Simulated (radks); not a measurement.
Values are calculated unless marked as measured or tabulated.
Mean orbital radii <r> (bohr) of the sulfur ion S2+, [Ne] 3s2 3p2, at several levels of relativity; Dirac values are averaged over j with weights 2j + 1. Spin-unpolarised spherical Kohn-Sham, PBE, point nucleus unless stated (finite: rms radius 3.2611 fm), a radial shooting solver on a logarithmic mesh with Libxc functionals. A level marked "c x" has the speed of light scaled by that factor and shares open shells by 2j + 1; other Dirac levels either fill j = l - 1/2 first or share by 2j + 1.

| shell | non-rel. | Dirac, low j first | Dirac, 2j+1 shares, finite nucleus | Dirac, c x 0.75 | change of magnitude, last against first (%) |
|---|---|---|---|---|---|
| 1s | 0.09729 | 0.09687 | 0.09687 | 0.09654 | -0.77 |
| 2s | 0.4805 | 0.4784 | 0.4784 | 0.4767 | -0.80 |
| 2p | 0.4423 | 0.4417 | 0.4417 | 0.4412 | -0.26 |
| 3s | 1.582 | 1.578 | 1.577 | 1.574 | -0.54 |
| 3p | 1.767 | 1.767 | 1.767 | 1.766 | -0.07 |
| 3d (empty) | 2.389 | 2.396 | 2.394 | 2.398 | +0.36 |
| 4s (empty) | 3.950 | 3.943 | 3.942 | 3.936 | -0.36 |
